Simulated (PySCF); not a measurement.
C6H8F2.
SMILES: `C=C/C=C\CC(F)F`

Torsions of this conformer, `[CH2:1]=[CH:2]/[CH:3]=[CH:4]\[CH2:5][CH:6]([F:7])[F:8]`: C1–C2–C3–C4 -179°, C3–C4–C5–C6 -113°, C4–C5–C6–F7 -65°.

The closed-shell ground state was solved at several levels (PySCF, density fitting, gas phase, non-relativistic). The structure is a single GFN2-xTB conformer in the gas phase; no vibrational or solvent corrections.

| level | basis functions | total energy (Eh) | HOMO (eV) | LUMO (eV) | gap (eV) | dipole (D) |
| --- | --- | --- | --- | --- | --- | --- |
| B3LYP/def2-SVPD | 230 | -432.8109 | -6.78 | -1.34 | 5.44 | 2.33 |
| PBE0/pcSseg-1 | 176 | -432.5851 | -6.96 | -1.08 | 5.88 | 2.20 |

Task: Estimate the row for PBE0/def2-SVPD, a basis of 230 functions; the other rows only guide the guess.

Result: Total energy -432.3331 Eh, HOMO -6.98 eV, LUMO -1.14 eV, gap 5.84 eV, dipole 2.31 D.

Task: Over all these levels, which gives the widest orbital gap and which the narrowest?

Result: PBE0/pcSseg-1 (global hybrid, 25 % exact exchange) has the widest, 5.88 eV, and B3LYP/def2-SVPD (global hybrid, 20 % exact exchange) the narrowest, 5.44 eV. Functional and basis both differ between the two, so the spread mixes both effects.

Task: How far do the dipole and the HOMO energy spread over the levels?

Result: The dipole runs from 2.20 to 2.33 D (mean 2.28 D) and the HOMO from -6.98 to -6.78 eV.
